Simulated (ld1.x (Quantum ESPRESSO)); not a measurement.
**Plane-wave convergence, RRKJ potential for hydrogen (H)**

```
Element                 : hydrogen (H)
Generator               : ld1.x (Quantum ESPRESSO) 7.5
Type                    : norm-conserving RRKJ (Kleinman–Bylander form)
Functional              : LDA (PZ)
Relativity              : scalar-relativistic
Frozen core             : none
Valence charge          : 1
Reference configuration : 1s1
Partial waves           : 2p channel at 0.2 Ry: rc 1.55 bohr; 1s (bound): rc 1.55 bohr
Local potential         : the s channel
Core correction         : none
```

The pseudo-atom Hamiltonian at the reference potential is diagonalised in spherical Bessel functions j_l(qr) that vanish at 20 bohr, with q² up to the cutoff. All-electron valence levels (Ry): 1s -0.4673.

How do the lowest levels (Ry) of each channel move with the cutoff, and are there ghosts?

```csv
cutoff (Ry),p #1,s #1,d #1,f #1,Σ f·Δε (mRy)
8,0.0306,-0.4290,0.0775,0.1194,38.3
10,0.0305,-0.4423,0.0775,0.1194,25.1
12,0.0305,-0.4518,0.0775,0.1194,15.6
15,0.0305,-0.4582,0.0775,0.1194,9.1
21,0.0305,-0.4656,0.0775,0.1194,1.7
25,0.0305,-0.4666,0.0775,0.1194,0.8
30,0.0305,-0.4671,0.0775,0.1194,0.3
35,0.0305,-0.4672,0.0775,0.1194,0.2
400,0.0305,-0.4673,0.0775,0.1194,0.0
```

Result: no extra level below or beside the all-electron valence levels (p, s, d, f tested); 10 mRy is reached at 15 Ry and 1 mRy at 25 Ry.
